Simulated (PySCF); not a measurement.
Working out the ionisation energy of Kr²⁺

Kr²⁺ [Ar] 3d10 4s2 4p4 (3P) → Kr³⁺ [Ar] 3d10 4s2 4p3 (4S). All numbers are calculated (PySCF 2.14, the spin-free X2C one-electron Hamiltonian (Gaussian nucleus), in x2c-TZVPPall). Frozen: [Ne]. Energies in hartree (1 hartree = 27.21139 eV):

```csv
part,Kr²⁺ (lower),Kr³⁺ (upper)
UHF,-2786.844918,-2785.582686
CCSD correlation,-0.288609,-0.257202
(T),-0.006266,-0.005281
```

Task: What does Hartree-Fock give?

Result: (-2785.582686) − (-2786.844918) = 1.262232 hartree = 34.347 eV.

Task: What do CCSD and CCSD(T) give?

Result: The CCSD correlation energies differ by 0.031407 hartree = 0.855 eV and the triples by 0.000985 hartree = 0.027 eV, so CCSD gives 35.202 eV and CCSD(T) 35.229 eV.

A first-order spin-orbit estimate adds 0.238 eV to CCSD(T) (valence and next inner shell), giving 35.467 eV against 35.838 ± 0.02 eV (measured; NIST Atomic Spectra Database, ionization energies).

What remains against the reference includes basis incompleteness, the frozen core and higher excitations.
